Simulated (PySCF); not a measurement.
# Electronic structure of Si⁻ (silicon, charge -1) at the UHF level

Configuration: [Ne] 3s2 3p3, high-spin 4S determinant. All numbers are calculated (PySCF 2.14, the non-relativistic Hamiltonian (point nucleus), in aug-cc-pV(T+d)Z).

| Item | Value |
| --- | --- |
| Total energy | -288.888049 hartree |
| One-electron energy | -404.0850 hartree |
| Hartree (Coulomb) energy | 135.6492 hartree |
| Exchange energy | -20.4523 hartree |
| Kinetic energy | 288.88765 hartree |
| ⟨S²⟩ | 3.7508 |
| ⟨L²⟩ | 0.000 |
| Sum of ⟨r⟩ | 18.90 bohr |
| Sum of ⟨r²⟩ | 54.79 bohr² |
| Density at the nucleus (Gaussians lack the cusp) | 1740 bohr⁻³ |
| Spin density at the nucleus | -0.285 bohr⁻³ |
| Langevin diamagnetic susceptibility | -43.4 ×10⁻⁶ cm³/mol |

```csv
shell,electrons,mean orbital energy (eV),"rms radius, mean of both spins (bohr)"
1s α,1,-1865.6,0.129
1s β,1,-1865.3,0.129
2s α,1,-160.65,0.614
2s β,1,-160.35,0.614
2p α,3,-109.13,0.600
2p β,3,-108.51,0.600
3s α,1,-10.905,2.52
3s β,1,-5.568,2.52
3p α,3,-1.686,3.61
```

Spin-orbit constants ζ (cm⁻¹) from the X2C one-electron operator on these orbitals (non-relativistic here): bare nucleus, nucleus screened by l(l+1)(2l+1)/3 electrons, and screened by the Breit-Pauli mean field of the electrons.

```csv
shell,bare,screened nucleus,mean field
2p,3832,3285,3035
3p,122.6,105.1,94.47
```
